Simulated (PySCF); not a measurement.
# What the low excited states add to the polarisability

Species: C2H9OPSi2.
Geometry (PBE0-D3(BJ)/def2-SVP, Å), atoms numbered from 1 in this order:
```xyz
15
C2H9OPSi2 angstrom
O      2.4817   -0.7221   -1.3552
Si     1.4354   -0.5704   -0.0652
C     -0.2820   -1.0064   -0.7121
C     -1.3776   -0.2582    0.0580
Si    -0.8966    1.5717    0.1868
P      1.3123    1.5707    0.7131
H      3.4048   -0.5090   -1.1907
H      1.8659   -1.4483    1.0707
H     -0.4346   -2.0986   -0.6972
H     -0.2836   -0.7095   -1.7763
H     -1.4668   -0.6483    1.0876
H     -2.3693   -0.3833   -0.4086
H     -1.6957    2.3258    1.2002
H     -1.0501    2.2402   -1.1428
H      1.0687    1.1310    2.0528
```

The calculation used TDDFT CAM-B3LYP/def2-SVPD, vertical, gas phase, core orbitals frozen in the response (PySCF).

Excitation energies and transition dipoles (atomic units, axes of the coordinates) of those of the lowest 6 singlets that add 0.02 au or more to the mean polarisability:

| state | ΔE (hartree) | μx | μy | μz |
| --- | --- | --- | --- | --- |
| S1 | 0.2164 | -0.026 | 0.084 | 0.152 |
| S2 | 0.2298 | -0.287 | 0.035 | 0.053 |
| S3 | 0.2445 | 0.085 | -0.049 | 0.073 |
| S4 | 0.2506 | -0.548 | -0.117 | -0.028 |
| S5 | 0.2594 | 0.103 | -0.878 | -0.029 |
| S6 | 0.2637 | 0.550 | -0.229 | -0.007 |

What does each state add to αxx, αyy and αzz, and how do the sums compare with the full static tensor?

Each state adds 2 μα² / ΔE.

| state | αxx (au) | αyy (au) | αzz (au) |
| --- | --- | --- | --- |
| S1 | 0.01 | 0.07 | 0.21 |
| S2 | 0.72 | 0.01 | 0.02 |
| S3 | 0.06 | 0.02 | 0.04 |
| S4 | 2.40 | 0.11 | 0.01 |
| S5 | 0.08 | 5.94 | 0.01 |
| S6 | 2.30 | 0.40 | 0.00 |
| all 6 states | 5.6 | 6.5 | 0.3 |
| full response | 113.6 | 108.8 | 92.0 |
| share (%) | 5 | 6 | 0 |

The rest comes from the higher roots of the same response equations.

Give the full tensor and its principal values.

In au, rows and columns x, y, z:
```
x   113.6  -5.2   1.9
y    -5.2 108.8   7.5
z     1.9   7.5  92.0
```
Principal values 88.6, 108.6 and 117.2 au; mean 104.8 au (15.53 Å³).

By how much does the contribution of these states grow at 1064 nm?

With ω = 0.0428 hartree each state's term in the mean polarisability goes from f / ΔE² to f / (ΔE² − ω²), f = (2/3) ΔE |μ|²; the sum over all 6 states goes from 4.13 to 4.25 au, a rise of 0.12 au. The full frequency-dependent response rises by 1.09 au, from 104.80 to 105.89 au.

One conformer stands for the species.

Without π bonds the low states are Rydberg-like; a valence basis with one diffuse set may place them up to an eV too high.
